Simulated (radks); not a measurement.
Values are calculated unless marked as measured or tabulated.
Valence configurations of Ce II (all share [Xe]). Level of theory: Dirac Kohn-Sham, PBE, spin-unpolarised, spherical densities, finite nucleus; open shells fill j = l - 1/2 first; Fermi nuclear charge, rms radius 4.8771 fm (a radial shooting solver on a logarithmic mesh with Libxc functionals). Order these by energy: 4f2 5d1; 4f1 5d1.5 6p0.5; 5d2 6p1; 5d2 6s0.5 6p0.5; 4f1 5d1 6p1; 4f1 5d2; 4f1 5d1 6s1; 5d3; 4f3; 4f0.5 5d2.5.

Answer. From the lowest, in eV above it: 4f1 5d1 6s1 0.000; 4f2 5d1 0.002; 4f1 5d2 0.063; 4f1 5d1.5 6p0.5 1.329; 4f0.5 5d2.5 1.621; 4f3 2.647; 4f1 5d1 6p1 2.836; 5d3 4.389; 5d2 6s0.5 6p0.5 6.608; 5d2 6p1 8.129. NIST lists [Xe] 4f1 5d2 as the ground configuration; this level of theory puts 4f1 5d1 6s1 lower, by 0.063 eV. The energies are those of spherical spin-averaged densities, not of single terms.
